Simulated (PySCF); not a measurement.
## How methods differ on the interval between two levels of Ti⁺

Ti⁺ [Ar] 3d2 4s1 [4F9/2, M_J = 9/2] → Ti⁺ [Ar] 3d3 [4F9/2, M_J = 9/2], as a difference of total energies. All numbers are calculated (PySCF 2.14, the two-component X2C-1e Hamiltonian, in x2c-SVPall-2c with one added diffuse shell each of s, d type (6s5p4d1f, 48 functions)). Correlated levels: [Ne] frozen; the 6 highest virtual spinors dropped. "Screened" scales the spin-orbit matrix elements by Boettger's factors to mimic the two-electron term; Breit and QED terms are absent.

```
                    method  interval between two levels (cm⁻¹)  error (cm⁻¹)
           GHF (spin-free)                              5146.4       +4324.0
          GMP2 (spin-free)                              3414.8       +2592.4
 GHF (screened spin-orbit)                              5111.6       +4289.2
GMP2 (screened spin-orbit)                              3383.8       +2561.4
```

Reference: 822.40 cm⁻¹ (measured; NIST Handbook of Basic Atomic Spectroscopic Data (Sansonetti and Martin, J. Phys. Chem. Ref. Data 34, 1559 (2005))).

Errors of the correlated levels include the incompleteness of this basis and the frozen core.

The labels give the starting determinants; with spin-orbit coupling the two ends relaxed to ⟨J²⟩ = 24.75, ⟨L²⟩ = 12.00, ⟨S²⟩ = 3.75 and ⟨J²⟩ = 24.76, ⟨L²⟩ = 12.01, ⟨S²⟩ = 3.75.
